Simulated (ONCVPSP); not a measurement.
## Which change was made? (Br, ONCV)

Br, optimised norm-conserving Vanderbilt (ONCV), made with ONCVPSP 4.0.1 (revPBE, scalar-relativistic). Core [Ar] 3d10, reference 4s2 4p4 (charge +1). Waves: 4s: rc 1.30 bohr, ncon 5, nbas 9, qcut 5 1/bohr, 3 projectors, debl 0.4 Ha; 4p: rc 1.30 bohr, ncon 4, nbas 9, qcut 5.1 1/bohr, 1 projector; d scattering state at 0.13 Ha: rc 1.25 bohr, ncon 4, nbas 8, qcut 8.9 1/bohr, 2 projectors, debl 3.4 Ha. Local part: polynomial inside 0.95 bohr (lpopt 5, dvloc0 -1 Ha). Core correction: Teter function, fcfact 4, rcfact 1.2.

In the s channel the program set the typed energies aside and used -1.115, 0.250, 0.650 Ha.

Cutoffs, loose and tight: the cutoffs (Ha) at which the residual kinetic energy of the hardest occupied pseudo-wave falls to 1 and 0.1 mHa per electron. They do not see the model core or the augmentation charge, which bear on the density cutoff. Test errors are all-electron minus pseudo excitation energies from the reference, over the configurations 4s2 4p5; 4s2 4p3; 4s2 4p2; 4s1 4p5; variants that change the core or the reference have their own tests.

The base gives: outcome: generated, projector energies reset by the program; cutoff, loose: 68 Ha; cutoff, tight: 130 Ha; bound ghosts: s, d; GHOST(+) flags above zero: s, p; largest test error (meV): -9.6.

After one change the result is: outcome: generated, projector energies reset by the program; cutoff, loose: 13 Ha; cutoff, tight: 41 Ha; bound ghosts: s, d; GHOST(+) flags above zero: s; largest test error (meV): -14. Which change was it?
A. all radii but the core radius scaled by about 1.08 (s 1.40, p 1.40, d 1.34 bohr); local potential polynomial inside 1.02 bohr (lpopt 5, dvloc0 -1 Ha)
B. core [Ne], valence charge 25; reference 3s2 3p6 3d10 4s2 4p3; waves now 3s+4s: rc 1.00 bohr, ncon 3, nbas 7, qcut 15.5 1/bohr, 2 projectors; 3p+4p: rc 0.40 bohr, ncon 4, nbas 7, qcut 36.6 1/bohr, 3 projectors, debl 2.5 Ha; 3d: rc 0.85 bohr, ncon 3, nbas 8, qcut 19.3 1/bohr, 2 projectors, debl 1.4 Ha; f scattering state at 0.15 Ha: rc 0.80 bohr, ncon 3, nbas 6, qcut 15.7 1/bohr, 1 projector; local potential polynomial inside 0.40 bohr (lpopt 5, dvloc0 -1 Ha)
C. core correction Teter function, fcfact 4, rcfact 1.06

A. The others give: core correction Teter function, fcfact 4, rcfact 1.06 → outcome: generated, projector energies reset by the program; cutoff, loose: 68 Ha; cutoff, tight: 130 Ha; bound ghosts: s, d; GHOST(+) flags above zero: s, p; largest test error (meV): -19 | core [Ne], valence charge 25; reference 3s2 3p6 3d10 4s2 4p3; waves now 3s+4s: rc 1.00 bohr, ncon 3, nbas 7, qcut 15.5 1/bohr, 2 projectors; 3p+4p: rc 0.40 bohr, ncon 4, nbas 7, qcut 36.6 1/bohr, 3 projectors, debl 2.5 Ha; 3d: rc 0.85 bohr, ncon 3, nbas 8, qcut 19.3 1/bohr, 2 projectors, debl 1.4 Ha; f scattering state at 0.15 Ha: rc 0.80 bohr, ncon 3, nbas 6, qcut 15.7 1/bohr, 1 projector; local potential polynomial inside 0.40 bohr (lpopt 5, dvloc0 -1 Ha) → outcome: generated, projector energies reset by the program; cutoff, loose: 552 Ha; cutoff, tight: 613 Ha; bound ghosts: p; GHOST(+) flags above zero: s; largest test error (meV): +116.
